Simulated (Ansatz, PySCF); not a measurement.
AlH₃, SMILES [AlH3].

Geometry: B3LYP-D3(BJ)/def2-TZVPD. The isomer is the one that the SMILES or the coordinates give; other isomers of the formula were not compared.

Two levels are set side by side: PBE/def2-TZVPD (Ansatz, a quantum-chemistry and plane-wave program) and EOM-CCSD/aug-cc-pVDZ (PySCF). PBE by ΔSCF, the other level by its IP root; same geometry, the bases differ. Differences are taken from unrounded values.

| quantity | PBE |
|---|---|
| vertical ionisation energy (eV) | 10.92 |

**Question.** These are the PBE values. What does EOM-CCSD give? (Estimate from the structure and the level; the computed values follow.)

**Answer.** 
```tsv
quantity	EOM-CCSD	PBE minus EOM-CCSD
vertical ionisation energy (eV)	11.36	-0.43
```
